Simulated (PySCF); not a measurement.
Isomers of C5H7F3O2, one GFN2-xTB conformer each. Single-point energies are computed at PBE0/pcSseg-1 (PySCF, gas phase, no added dispersion term), electronic only.

| SMILES | GFN2-xTB relative energy (kJ/mol) |
| --- | --- |
| COC(=O)CCC(F)(F)F | 0.0 |
| FC(F)(F)[C@H]1COCCO1 | 52.7 |

Conformers: `[CH3:1][O:2][C:3](=[O:4])[CH2:5][CH2:6][C:7]([F:8])([F:9])[F:10]` with C1–O2–C3–O4 0°, O2–C3–C5–C6 -177°, C3–C5–C6–C7 -178°; `[F:1][C:2]([F:3])([F:4])[C@H:5]1[CH2:6][O:7][CH2:8][CH2:9][O:10]1` with C2–C5–C6–O7 177°, C5–C6–O7–C8 -58°, C6–O7–C8–C9 58°, O7–C8–C9–O10 -57°.

Task: What does PBE0/pcSseg-1 give for the same structures?

Result: 
```json
{"SMILES": "COC(=O)CCC(F)(F)F", "PBE0/pcSseg-1 E (Eh)": "-644.03118", "PBE0/pcSseg-1 (kJ/mol)": "0.0", "GFN2-xTB (kJ/mol)": "0.0", "point group": "–"}
{"SMILES": "FC(F)(F)[C@H]1COCCO1", "PBE0/pcSseg-1 E (Eh)": "-643.98452", "PBE0/pcSseg-1 (kJ/mol)": "122.5", "GFN2-xTB (kJ/mol)": "52.7", "point group": "C1"}
```

Both levels put the same isomer lowest. As drawn, the lower has a C=O bond and a C(=O)–O unit, which the higher lacks.

Task: Which frontier levels, dipoles and rotational constants go with these structures?

Result: 
```tsv
SMILES	HOMO (eV, PBE0/pcSseg-1)	LUMO (eV)	dipole (D)	A, B, C (MHz)
COC(=O)CCC(F)(F)F	-8.42	0.10	3.00	3548, 527.8, 504.0
FC(F)(F)[C@H]1COCCO1	-7.45	1.46	2.55	2633, 927.2, 804.3
```
